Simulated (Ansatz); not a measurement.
Basis-set extrapolation for `Cl[SiH]1C=C1` (PBE0-D4/def2-TZVP geometry, frozen core, Ansatz). Multiplicity 1, RHF reference.

```json
{"": "HF", "def2-TZVPP": "-825.949379", "def2-QZVPP": "-825.974557"}
{"": "MP2 correlation", "def2-TZVPP": "-0.612754", "def2-QZVPP": "-0.661472"}
{"": "CCSD(T) correlation", "def2-TZVPP": "-0.681805", "def2-QZVPP": "not run"}
```

Energies in hartree. Use E(X) = E(∞) + A·exp(−7.88·√X) for Hartree–Fock and E(X) = E(∞) + B·X^(−2.97) for correlation, with X = 3 and 4, and add CCSD(T) minus MP2 of the smaller set to the MP2 limit.

Q: What is the CCSD(T) energy at the basis-set limit?

A: HF limit: -825.974557 + (-0.025178) × 0.13774 = -825.97803. MP2 limit: -0.661472 + (-0.048718) × 0.74074 = -0.69756. Higher-order term: -0.681805 − (-0.612754) = -0.06905. Total: -826.74464 hartree, 297.9 kJ/mol below CCSD(T)/def2-TZVPP.
